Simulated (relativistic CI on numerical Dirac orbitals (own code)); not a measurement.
**Energy levels of Ni³⁺**

Method of calculation: Dirac-Coulomb-Breit CI, orbitals from a KLI potential per configuration, QED by a radiative potential, valence Slater integrals scaled by 0.85, P86 correlation energy added to each configuration (own radial code, finite nucleus).

CI space (outside the closed core [Ne] 3s2): 3p6.3d7, 3p6.3d6.4s, 3p6.3d6.4p, 3p6.3d6.4d, 3p6.3d6.5s, 3p6.3d5.4s2, 3p6.3d6.5p, 3p5.3d8, 3p6.3d6.4f, 3p6.3d6.5d, 3p6.3d5.4s.4p, 3p6.3d6.5g, 3p4.3d9. Levels of other configurations are missing.

The lowest level is 3p6.3d7 4F_9/2, with 99 % of that term; Hund's rules for 3p6.3d7 give 4F with J = 9/2, in agreement.

```csv
No.,Configuration,Term,J,E (cm⁻¹),%,Landé g,Lifetime (s)
1,3p6.3d7,4F,9/2,0.0,99,1.333,
2,3p6.3d7,4F,7/2,1148.0,100,1.238,1.96e+01
3,3p6.3d7,4F,5/2,1969.5,100,1.028,3.13e+01
4,3p6.3d7,4F,3/2,2525.1,99,0.400,9.04e+01
5,3p6.3d7,4P,5/2,17090.4,99,1.598,1.17e+01
6,3p6.3d7,4P,3/2,17385.7,94,1.713,1.80e+01
7,3p6.3d7,4P,1/2,17921.3,97,2.630,1.70e+01
8,3p6.3d7,2G,9/2,19054.6,97,1.107,1.00e+00
9,3p6.3d7,2G,7/2,20122.0,100,0.889,1.84e+00
10,3p6.3d7,2P,3/2,23055.4,76,1.252,1.02e+00
11,3p6.3d7,2P,1/2,24280.5,98,0.706,2.26e+00
12,3p6.3d7,2D,5/2,24960.7,99,1.202,5.35e-01
13,3p6.3d7,2H,11/2,26061.6,100,1.091,1.14e+01
14,3p6.3d7,2D,3/2,26859.9,81,0.901,4.27e-01
15,3p6.3d7,2H,9/2,27041.9,98,0.913,2.59e+00
16,3p6.3d7,2F,5/2,41930.8,99,0.857,1.33e+00
17,3p6.3d7,2F,7/2,42338.5,99,1.142,9.51e-01
18,3p6.3d7,2D,3/2,62682.8,99,0.799,
19,3p6.3d7,2D,5/2,63360.7,99,1.199,
20,3p6.3d6.4s,6D,9/2,111725.1,100,1.556,
21,3p6.3d6.4s,6D,7/2,112494.5,100,1.588,
22,3p6.3d6.4s,6D,5/2,113052.9,100,1.658,
23,3p6.3d6.4s,6D,3/2,113435.8,100,1.867,
24,3p6.3d6.4s,6D,1/2,113660.1,100,3.335,
25,3p6.3d6.4s,4D,7/2,122603.5,99,1.428,
26,3p6.3d6.4s,4D,5/2,123488.3,100,1.371,
27,3p6.3d6.4s,4D,3/2,124061.3,99,1.200,
28,3p6.3d6.4s,4D,1/2,124390.1,99,0.001,
29,3p6.3d6.4s,4H,13/2,138247.4,100,1.230,
30,3p6.3d6.4s,4H,11/2,138584.2,98,1.135,
31,3p6.3d6.4s,4H,9/2,138867.9,97,0.975,
32,3p6.3d6.4s,4H,7/2,139108.4,97,0.673,
33,3p6.3d6.4s,4P,5/2,140548.7,99,1.599,
34,3p6.3d6.4s,4F,9/2,141834.5,91,1.316,
35,3p6.3d6.4s,4F,7/2,142202.3,92,1.217,
36,3p6.3d6.4s,4P,3/2,142415.1,96,1.717,
37,3p6.3d6.4s,4F,5/2,142494.0,95,1.010,
38,3p6.3d6.4s,4F,3/2,142720.4,99,0.401,
39,3p6.3d6.4s,4P,1/2,143581.9,98,2.652,
40,3p6.3d6.4s,4G,11/2,144237.5,54,1.189,
41,3p6.3d6.4s,2H,9/2,145166.4,54,1.037,
42,3p6.3d6.4s,2H,11/2,145288.3,54,1.170,
43,3p6.3d6.4s,4G,9/2,145538.8,52,1.058,
44,3p6.3d6.4s,4G,7/2,145676.8,90,1.000,
45,3p6.3d6.4s,4G,5/2,145775.0,93,0.598,
46,3p6.3d6.4s,2P,3/2,147534.9,95,1.344,
47,3p6.3d6.4s,2F,7/2,148430.7,89,1.117,
48,3p6.3d6.4s,2F,5/2,149212.7,97,0.850,
49,3p6.3d6.4s,2P,1/2,149676.2,96,0.680,
50,3p6.3d6.4s,2G,9/2,151367.4,97,1.108,
51,3p6.3d6.4s,2G,7/2,152188.8,93,0.904,
52,3p6.3d6.4s,2I,13/2,152936.6,100,1.077,
53,3p6.3d6.4s,2I,11/2,153000.4,99,0.924,
54,3p6.3d6.4s,4D,3/2,153838.9,99,1.200,
55,3p6.3d6.4s,4D,5/2,153867.1,99,1.371,
56,3p6.3d6.4s,4D,1/2,153872.6,98,0.010,
57,3p6.3d6.4s,4D,7/2,154037.8,99,1.428,
58,3p6.3d6.4s,2G,9/2,155296.4,98,1.111,
59,3p6.3d6.4s,2G,7/2,155381.4,96,0.895,
60,3p6.3d6.4s,2D,3/2,160290.1,99,0.801,
61,3p6.3d6.4s,2D,5/2,160524.5,99,1.199,
62,3p6.3d6.4s,2S,1/2,161721.3,97,1.993,
63,3p6.3d6.4s,2D,5/2,164674.3,98,1.201,
64,3p6.3d6.4s,2D,3/2,164755.8,99,0.801,
65,3p6.3d6.4s,2F,7/2,171853.8,98,1.144,
66,3p6.3d6.4s,2F,5/2,171869.6,98,0.859,
67,3p6.3d6.4p,6D°,9/2,175836.6,98,1.553,1.16e-09
68,3p6.3d6.4p,6D°,7/2,176145.6,96,1.585,1.17e-09
69,3p6.3d6.4p,6D°,5/2,176528.3,97,1.654,1.18e-09
70,3p6.3d6.4p,6D°,3/2,176839.1,98,1.863,1.18e-09
```

Energies count from the lowest computed level; ° marks odd parity; lifetimes are radiative, by E1, M1, E2 decay to levels of this space only; some are left blank where a channel outside the calculation adds to the decay or the decay crosses a small, uncertain gap.

The mean weight of the leading LS term, summed over parents, in these 70 levels is 95 %, and that of the leading jj configuration (from the same eigenvectors) 51 %, so LS coupling describes them better.

For a near-neutral ion this model can misplace configurations by up to about 10,000 cm⁻¹ (more where the count of f electrons changes) and terms by 10 to 25 % of their spread. Rates follow the energies as ν³ (E1, M1) or ν⁵ (E2), so they and the lifetimes can be off by large factors. The fine structure of a lone outer electron comes out too small, for d and f at times inverted, and misplaced configurations move strength between like terms. 50 of the 54 excited levels that our extract of the measured tables holds in this range could be paired (the sources list more); they are missed by 1145 cm⁻¹ on average and 4677 at most, and levels without a partner can miss by more.

Landé's interval rule says that E(J) − E(J−1) = AJ with one A. For the ground term the intervals give A = -222.3, -234.7, -255.1 cm⁻¹ for J = 5/2, 7/2, 9/2; the multiplet is inverted.
